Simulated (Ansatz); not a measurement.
Computed with Ansatz on PBE0-D4/def2-TZVP structures; ΔE is electronic, products minus reactants. CCSD(T)/CBS adds triple-zeta CCSD(T) − MP2 to the extrapolated MP2 energy (def2 sets, frozen cores). This one scheme is used for every species. DFT in def2-TZVPP. One conformer a species, not always the lowest.

`[SiH3]C[SiH]1CC1` + BH₃ → `BC[SiH]1CC1` + SiH₄  (formal exchange of groups at a C–Si bond)

`[SiH3]C[SiH]1CC1`:

Cartesian coordinates in Å:
```
Si -0.881 2.001 1.096
C -0.697 0.137 1.118
Si 0.760 -0.475 0.131
C 0.644 -1.978 -0.929
C 0.640 -0.632 -1.701
H -1.195 2.465 -0.281
H -1.972 2.444 2.007
H 0.385 2.647 1.535
H -1.606 -0.314 0.707
H -0.603 -0.208 2.153
H 2.075 -0.127 0.715
H -0.282 -2.544 -0.956
H 1.517 -2.608 -1.072
H 1.506 -0.435 -2.324
H -0.291 -0.374 -2.198
```

BH₃:

Z-matrix (Å, degrees):
```
B
H 1 1.193
H 1 1.193 2 120.0
H 1 1.193 2 120.0 3 180.0
```

`BC[SiH]1CC1`:

Z-matrix (Å, degrees):
```
Si
C 1 1.887
B 1 2.450 2 38.8
C 1 1.847 2 122.0 3 99.4
C 1 1.871 2 119.7 3 42.2
H 1 1.477 2 115.3 3 -103.0
H 2 1.089 1 110.2 3 -120.9
H 2 1.091 1 105.3 3 118.4
H 3 1.196 1 114.2 2 111.2
H 3 1.199 1 102.1 2 -119.0
H 4 1.085 1 118.6 2 5.3
H 4 1.085 1 118.1 2 148.0
H 5 1.083 1 120.9 2 0.8
H 5 1.085 1 117.1 2 -143.8
```

SiH₄:

```xyz
5

Si    0.000    0.000    0.000
H     1.058   -0.473   -0.928
H    -1.208   -0.850   -0.152
H    -0.343    1.409   -0.317
H     0.493   -0.087    1.398
```

| level | ΔE (kJ/mol) |
| --- | --- |
| r2SCAN-D4 | -38.4 |
| PBE | -45.9 |
| PBE0 | -37.5 |
| HF/def2-TZVPP | -4.9 |
| MP2/def2-TZVPP | -25.4 |
| SCS-MP2/def2-TZVPP | -20.5 |
| CCSD/def2-TZVPP | -22.0 |
| SCS-MP2/def2-QZVPP | -20.0 |

Q: What does CCSD(T)/CBS give? (Best estimate.)

A: Ansatz gave: -25.5 kJ/mol. The listed levels differ from it by -12.9, -20.4, -12.0, 20.6, 0.1, 5.0, 3.5, 5.5 kJ/mol.

Largest T1 diagnostic among the species: 0.012.

From PBE to PBE0 (25 % exact exchange), in def2-TZVPP and without D4, ΔE moves by +8.4 kJ/mol. In def2-TZVPP, CCSD(T) changes the Hartree–Fock value by −21.3 kJ/mol (the triples alone add −4.2 kJ/mol) and MP2 by −20.5 kJ/mol.
